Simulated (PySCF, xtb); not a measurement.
C2H6N2OSi, SMILES [Si@@H]1(N=COC1)N. The values are those of a single conformer.

Harmonic wavenumbers (cm⁻¹) from GFN2-xTB in xtb at its own minimum, in rising order: 119, 133, 202, 248, 442, 468, 536, 555, 654, 675, 731, 755, 833, 854, 901, 939, 964, 1120, 1160, 1236, 1278, 1465, 1516, 1641, 2350, 2975, 2994, 3025, 3465, 3516.

Problem. What does B3LYP-D3(BJ)/def2-SVP in PySCF 2.14.0 give at its own minimum? (The exact figures need the calculation; the answer reports its results.)

Solution. 126, 161, 270, 282, 412, 462, 490, 627, 663, 721, 780, 810, 863, 888, 929, 947, 992, 1114, 1201, 1260, 1360, 1446, 1547, 1689, 2255, 3056, 3110, 3123, 3567, 3659. Paired by order, the mean absolute difference is 49 cm⁻¹ and the zero-point energies are 54.0 and 55.5 kcal/mol.
